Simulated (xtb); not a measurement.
AlBr3, SMILES [Br][Al]([Br])[Br]. All values are semi-empirical tight-binding results from xtb (GFN2-xTB unless named), good for trends rather than for accurate numbers. Coordinates come from a GFN2-xTB optimisation. The isomer is the one that the SMILES or the coordinates give; other isomers of the formula were not compared.

Optimised geometry:

```xyz
4

Al     0.0000     0.0000     0.0000
Br    -2.2455     0.0000     0.0000
Br     1.1227     1.9446     0.0000
Br     1.1227    -1.9446     0.0000
```

For metal compounds this method's bond lengths and energies can be far off.

Computed properties:
```json
{
 "point_group_as_xtb_finds_it": "D3h",
 "orbital_gap": "4.25 eV",
 "zero_point_energy": "2.4 kcal/mol",
 "G − E(el) at 298.15 K (modified RRHO)": "-18.3 kcal/mol"
}
```

Computed atomic charges and the Wiberg bond orders between heavy atoms:
charges (e) Al1 0.43, Br2 -0.14, Br3 -0.14, Br4 -0.14. Bond orders Al1–Br2 1.29, Al1–Br3 1.29, Al1–Br4 1.29.
